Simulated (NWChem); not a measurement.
System: CH6N2Si2; SMILES N1=C[Si@@H]([SiH2]1)N

```xyz
11

N      0.2846    -2.3316     0.4227
Si    -0.0439    -0.8547    -0.3920
C     -1.4201     0.4088     0.1067
N     -0.8912     1.5802     0.1732
Si     0.8829     1.2654     0.0334
H      0.5018    -2.3914     1.4092
H      0.1145    -3.2367     0.0033
H     -0.2091    -1.2269    -1.8336
H     -2.5129     0.2927     0.2591
H      1.5477     1.5023     1.3525
H      1.5774     2.1180    -0.9819
```
Atoms are numbered in this order, from 1.

Program: NWChem. Pople sets run with spherical d functions. The geometry was optimised at PBE0/def2-SVP. B3LYP is NWChem's, with the RPA form of VWN correlation. Ions are spin-unrestricted doublets at the neutral geometry; other ion states weren't tried.

```csv
level,"vertical ionisation energy, ΔSCF (eV)",−ε(HOMO) (eV),ΔSCF minus −ε(HOMO) (eV)
B3LYP/6-31+G*,8.49,6.36,2.13
PBE/6-31+G*,8.21,5.29,2.92
PBE0/6-31+G*,8.49,6.58,1.91
"LDA (Slater exchange, VWN5)/6-31+G*",8.34,5.38,2.96
r2SCAN/6-31+G*,8.31,5.50,2.81
```
